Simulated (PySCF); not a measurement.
Theory: delta-SCF UKS SCAN, pcX-2 on the ionised atom, pcseg-1 elsewhere, spin-free X2C (PySCF). Geometries: PBE0-D3(BJ)/def2-SVP; isolated species, one conformer each. Values against the vacuum level.

Problem. Order these sites by rising C 1s binding energy.
A. C2 in `[SiH3:1][CH2:2][CH2:3][Cl:4]`
B. C1 in `[CH2:1]=[CH:2][O:3][B:4]([OH:5])[F:6]`
C. C4 in `[BH2:1][CH2:2][O:3][CH3:4]`
D. C4 in `[GaH3-:1][O+:2]1[CH2:3][CH2:4][CH2:5][CH2:6]1`

Solution. B (290.22 eV), A (290.78 eV), D (291.45 eV), C (292.19 eV).

From the lowest up, the atoms are bonded to: C (double bond) and 2 H (290.22); C, 2 H and Si (290.78); 2 C and 2 H (291.45); O and 3 H (292.19).

Problem. Order these sites by rising O 1s binding energy.
A. O5 in `[CH2:1]=[CH:2][O:3][B:4]([OH:5])[F:6]`
B. Oxygen in `[GaH3-][O+]1CCCC1`
C. Oxygen in `COCB` (C2H7BO)

Solution. C (538.45 eV), B (539.33 eV), A (539.97 eV).

From the lowest up, the atoms are bonded to: 2 C (538.45); 2 C and Ga (539.33); H and B (539.97).
